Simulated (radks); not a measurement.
Results of a calculation; reference values are marked as such.
Q: These are the eigenvalues of the occupied orbitals of an atom or ion with whole-number occupations (eV). Code: a radial shooting solver on a logarithmic mesh with Libxc functionals. Model: Dirac Kohn-Sham, PBEsol, spin-unpolarised, spherical densities, finite nucleus; Fermi nuclear charge, rms radius of each element as measured or else 0.836 A^(1/3) + 0.57 fm.

| orbital | eigenvalue |
|---|---|
| 1s1/2 | -43588.82 |
| 2s1/2 | -7257.382 |
| 2p1/2 | -6880.435 |
| 2p3/2 | -6360.777 |
| 3s1/2 | -1771.971 |
| 3p1/2 | -1610.898 |
| 3p3/2 | -1507.070 |
| 3d3/2 | -1226.097 |
| 3d5/2 | -1203.664 |
| 4s1/2 | -543.0072 |
| 4p1/2 | -481.3725 |
| 4p3/2 | -457.4597 |
| 4d3/2 | -355.1058 |
| 4d5/2 | -350.6327 |
| 5s1/2 | -234.9689 |

Which element is it, and in what charge state? The configuration may be excited. Open shells, if any, fill j = l - 1/2 first.

A: Z = 60, neodymium, charge +13: Nd13+ in [Kr] 4d10 5s1. The list shows which subshells hold electrons but not how many an open one holds; the 1s level, -1601.9 hartree, gives Z - s = 56.6 by -(Z - s)^2/2, which with screening and relativity narrows Z to a few neighbours, and the depths of the outer levels then fix element, charge and occupations together.
